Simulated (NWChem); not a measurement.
Molecule: MnF2, sextet; SMILES [F][Mn][F]

Results from NWChem. Pople sets run with spherical d functions. Spin-unrestricted. Medium grid unless said otherwise, to which SCAN and Minnesota functionals are sensitive. Geometry: optimised at PBE0/def2-SVP, spin-unrestricted. No stability test was run on the SCF state. Level r2SCAN/6-31G*: energy and gradient; each run changes one setting, and changes count from the defaults (medium grid, exact Coulomb integrals, symmetry on).

Which setting moves the energy most, and by about how much (Coulomb fitting, Weigend set; tight SCF thresholds and tolerances; Becke weights; defaults)?

Coulomb fitting, Weigend set, by about 100 μHa.
```tsv
setting	size of the energy change (μHa)	largest change of a gradient component (μHa/bohr)
defaults	< 10	< 30
Coulomb fitting, Weigend set	100	< 30
Becke weights	< 10	50
tight SCF thresholds and tolerances	< 10	< 30
```
